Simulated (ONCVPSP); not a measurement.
Scattering properties, ONCV potential for Se

ONCVPSP 4.0.1 input, shortened (lines: element, Z, core and valence counts, functional; n l f; lmax; l rc ep ncon nbas qcut; lloc lpopt rc5 dvloc0; l nproj debl; icmod fcfact rcfact), PBE, non-relativistic:

```
  Se 34.00    6    2        4      upf
    1    0    2.00
    2    0    2.00
    2    1    6.00
    3    0    2.00
    3    1    6.00
    3    2   10.00
    4    0    2.00
    4    1    3.50
    1
    0    1.40    0.00    3    6    3.90
    1    1.60    0.00    3    6    5.90
    4    5    1.00    0.00
    0    1    3.00
    1    2    1.20
    3    1.75    1.45
```

The phase is arctan(r·R′/R) of the radial function R(r), unwrapped; energies in Ha, scanned from -2 to 5 Ha. A pole is an energy at which the radial function vanishes at the test radius. The pseudo phase is shifted by a multiple of π to meet the all-electron one at the reference energy, and phase errors are pseudo minus all-electron; the curves can meet again beyond the range given. Levels narrower than the energy grid can be missing from the lists of poles.

For each channel, where are the poles, and over which energies does the pseudopotential scatter like the atom?

```
channel  radius (bohr)  reference energy (Ha)  poles, all-electron  poles, pseudo  unbroken range about the reference energy with phases within 0.05 rad  phase error 1 Ha above the reference energy (rad)
      s           1.42                  -0.78                 3.90           3.51                                                              below 4.7                                             -0.000
      p           1.62                  -0.40                 2.87           2.80                                                              below 3.8                                             +0.000
```

Note: ghosts flagged at negative energy: s at -85.6 eV; GHOST(+) flagged for p at 132.9 eV. A true bound ghost makes a file unfit for plane-wave use.

Phases in the p channel:

```csv
E (Ha),all-electron,pseudo
-1.98,0.926,0.924
-1.62,0.765,0.763
-1.26,0.504,0.503
-0.90,0.096,0.095
-0.54,-0.400,-0.400
-0.18,-0.798,-0.798
0.18,-1.050,-1.050
0.54,-1.208,-1.208
0.90,-1.312,-1.312
1.26,-1.386,-1.386
1.62,-1.442,-1.442
1.98,-1.487,-1.488
2.34,-1.524,-1.526
2.70,-1.556,-1.561
3.06,-1.586,-1.596
3.42,-1.615,-1.634
3.78,-1.643,-1.686
4.14,-1.673,-1.790
4.50,-1.705,-2.540
4.86,-1.743,-4.524
```
